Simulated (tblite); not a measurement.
C5H3F4 (doublet state).
SMILES with atom numbers: `[F:1][C:2]1[CH:3]=[CH:4][C@@H:5]1[C:6]([F:7])([F:8])[F:9]` (hydrogens: H10 on C3; H11 on C4; H12 on C5)

The geometry is computed with GFN2-xTB (gas phase). This method treats the open shell by occupation alone, without spin polarisation.

(1) Give the optimised bond lengths and angles.

Results:

(1) 
```csv
bond,length (bohr),order
F1–C2,2.498,single
C2–C3,2.612,single
C3=C4,2.629,double
C4–C5,2.885,single
C5–C6,2.870,single
"C6–F7, C6–F8, C6–F9",2.533,single
C2–C5,2.865,single
C3–H10,2.026,single
C4–H11,2.017,single
C5–H12,2.064,single
```

Bonds in one row agree within 0.02 bohr and their mean is given. Orders are formal, as drawn. A selection of angles:
```csv
angle,degrees
F1–C2–C3,136.3
F1–C2–C5,130.8
C3–C2–C5,92.8
C2–C3–C4,92.6
C3–C4–C5,92.0
C4–C5–C6,114.7
C2–C5–C4,82.5
C2–C5–C6,115.7
C5–C6–F7,111.4
C5–C6–F9,112.6
F7–C6–F8,106.6
```

Dihedral angles: F1–C2–C3–C4 179° (antiperiplanar); C2–C3–C4–C5 0° (synperiplanar); C3–C4–C5–C6 115° (anticlinal); C4–C5–C6–F7 72° (synclinal); F1–C2–C5–C4 -179° (antiperiplanar).

C2 (carbon bonded to 2 C and F) is planar (angles 136.3°, 130.8° and 92.8°, sum 360.0°, 0.00 Å off the plane of its three neighbours). The 5 C–C bonds span 1.382 Å (C2–C3, drawn single in one of several resonance forms) to 1.527 Å (C4–C5, drawn single), a spread of 0.145 Å. The 4-membered ring C2–C3–C4–C5 has internal angles of 82.5° to 92.8° (sum 360°, against 360° for a flat polygon); it is planar, 0.00 Å rms from its mean plane, widest ring torsion 0°. The C–F distances run from 1.322 Å (F1–C2, drawn single) to 1.342 Å (C6–F7, drawn single), a spread of 0.020 Å. C4 (carbon bonded to 2 C and H) is planar (angles 136.2°, 131.7° and 92.0°, sum 359.9°, 0.02 Å off the plane of its three neighbours). Of the pairs four or more bonds apart, C3···F9 is among the closest relative to their van der Waals radii: 3.26 Å, 103 % of the sum of Bondi's values. C3 (carbon bonded to 2 C and H) is planar (angles 133.9°, 133.4° and 92.6°, sum 360.0°, 0.00 Å off the plane of its three neighbours).

Point group: C1 (no symmetry element, even within 0.4 Å). Its GFN2-xTB frequencies are all real (lowest 42 cm⁻¹).

Hardware: an Arm Neoverse V2 with one thread, on a shared host. Cost: 0.16 s of wall time. This is the geometry optimisation.
